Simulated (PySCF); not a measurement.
**An isoelectronic set: 18 electrons**

PBE0 in PySCF with def2-TZVP on every atom, for the lowest determinant that a PBE0 search found; no spin–orbit coupling. All have 18 electrons, 6 of them in the valence shells, and the same state, a triplet (π ↑↑). For ions De leads to the atom and ion picked by measured ionisation energies and electron affinities.

```csv
species,difference of nuclear charges,Re (Å),ωe (cm⁻¹),k (mdyn/Å),De (eV),dissociates to,Mayer bond order
NaN,4,2.240,382,0.748,1.04,Na + N,0.71
BeSi,10,2.121,577,1.34,1.64,Be + Si,1.77
LiP,12,2.323,493,0.820,1.74,Li + P,0.69
BeP⁺,11,2.018,659,1.79,2.66,Be⁺ + P,1.58
LiS⁺,13,2.449,353,0.421,0.82,Li⁺ + S,0.22
```

Question: Which member of the whole set has the stiffest bond, and how does it compare with the softest?

Answer: BeP⁺ with k = 1.79 mdyn/Å, 4.2 times that of LiS⁺.

For an ion De counts to the pair picked by the measured ionisation energies or electron affinities, which need not be the lowest pair at this level. States were picked by a PBE0 search and need not be the measured ground states.
